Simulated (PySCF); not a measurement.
difluoro(1-fluoroethenyl)borane (C2H2BF3), SMILES C=C(F)B(F)F. Atoms are numbered in the order given.

```xyz
8

C     -1.1230    -1.5569     0.0000
C     -0.0141    -0.7910     0.0000
F      1.2109    -1.3649     0.0000
B     -0.0269     0.7741     0.0000
F      1.0972     1.4790     0.0000
F     -1.1824     1.4357     0.0000
H     -2.1106    -1.0753     0.0000
H     -1.0638    -2.6562     0.0000
```

Coordinates come from a PBE-D3(BJ)/def2-SVP optimisation. The values are those of a single conformer.

Calculation: PySCF 2.14.0 with PBE-D3(BJ)/def2-SVP.

No scaling factor is applied to the harmonic values.

| mode | ν (cm⁻¹) | IR (km/mol) | moving atoms (share of kinetic energy) |
|---|---|---|---|
| 1 | 72 | 0.7 | F 71 %, C 21 % |
| 2 | 173 | 1.1 | F 69 %, C 20 %, H 8 % |
| 3 | 329 | 2.9 | C 48 %, B 20 %, H 17 %, F 15 % |
| 4 | 336 | 0.7 | F 65 %, C 20 %, H 14 % |
| 5 | 425 | 1.3 | F 68 %, C 16 % |
| 6 | 510 | 16.9 | F 53 %, C 25 %, H 13 %, B 9 % |
| 7 | 682 | 40.4 | B 64 %, C 26 % |
| 8 | 708 | 3.2 | F 58 %, C 23 %, H 12 % |
| 9 | 733 | 0.3 | H 88 % |
| 10 | 879 | 43.2 | H 71 %, C 29 % |
| 11 | 924 | 24.3 | H 46 %, C 28 %, F 26 % |
| 12 | 1155 | 165.9 | C 34 %, F 28 %, B 27 %, H 11 % |
| 13 | 1323 | 3.2 | H 74 %, C 20 % |
| 14 | 1387 | 237.4 | B 44 %, C 34 %, H 12 %, F 11 % |
| 15 | 1412 | 332.0 | B 74 %, F 25 % |
| 16 | 1651 | 39.8 | C 90 % |
| 17 | 3098 | 1.2 | H 94 % |
| 18 | 3209 | 0.2 | H 89 %, C 11 % |
